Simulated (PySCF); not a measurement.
**Electron correlation in Kr⁺ (krypton, charge +1)**

[Ar] 3d10 4s2 4p5, 2P determinant. Computed with PySCF 2.14 in x2c-QZVPPall (11s8p5d4f1g, 97 functions), with the spin-free X2C one-electron Hamiltonian (Gaussian nucleus). Frozen: [Ar] 3d10; 7 electrons correlated.

| level | correlation energy (mhartree) |
| --- | --- |
| CCSD | -174.45 |
| (T) | -5.08 |
| CCSD(T) | -179.53 |

Diagnostics: T1 = 0.0058, D1 = 0.0187, largest double amplitude 0.045.

Cost of the coupled-cluster step: of the order of 20 core-seconds, for 7 correlated electrons.

Iterations:

```
CC2 = 0
CCSD nocc = (np.int64(4), np.int64(3)), nmo = (83, 83)
frozen orbitals [[0, 1, 2, 3, 4, 5, 6, 7, 8, 9, 10, 11, 12, 13], [0, 1, 2, 3, 4, 5, 6, 7, 8, 9, 10, 11, 12, 13]]
max_cycle = 100
direct = 0
conv_tol = 1e-08
conv_tol_normt = 1e-06
diis_space = 8
diis_start_cycle = 0
Init t2, MP2 energy = -0.155281829675242
Init E_corr(UCCSD) = -0.155281829677547
cycle = 1  E_corr(UCCSD) = -0.170274088930499  dE = -0.0149922593  norm(t1,t2) = 0.0333796
cycle = 2  E_corr(UCCSD) = -0.173329837300082  dE = -0.00305574837  norm(t1,t2) = 0.00988553
cycle = 3  E_corr(UCCSD) = -0.174494688751834  dE = -0.00116485145  norm(t1,t2) = 0.00370904
cycle = 4  E_corr(UCCSD) = -0.174456673285317  dE = 3.80154665e-05  norm(t1,t2) = 0.000431917
cycle = 5  E_corr(UCCSD) = -0.174451573701431  dE = 5.09958389e-06  norm(t1,t2) = 6.39302e-05
cycle = 6  E_corr(UCCSD) = -0.174453011138866  dE = -1.43743743e-06  norm(t1,t2) = 1.77098e-05
cycle = 7  E_corr(UCCSD) = -0.174452996952398  dE = 1.41864675e-08  norm(t1,t2) = 3.89988e-06
cycle = 8  E_corr(UCCSD) = -0.174452982877766  dE = 1.40746319e-08  norm(t1,t2) = 9.04859e-07
cycle = 9  E_corr(UCCSD) = -0.174452983466924  dE = -5.89158056e-10  norm(t1,t2) = 2.31323e-07
UCCSD converged
E(UCCSD) = -2787.96821492334  E_corr = -0.1744529834669245
UCCSD(T) correction = -0.00508365667271982
```
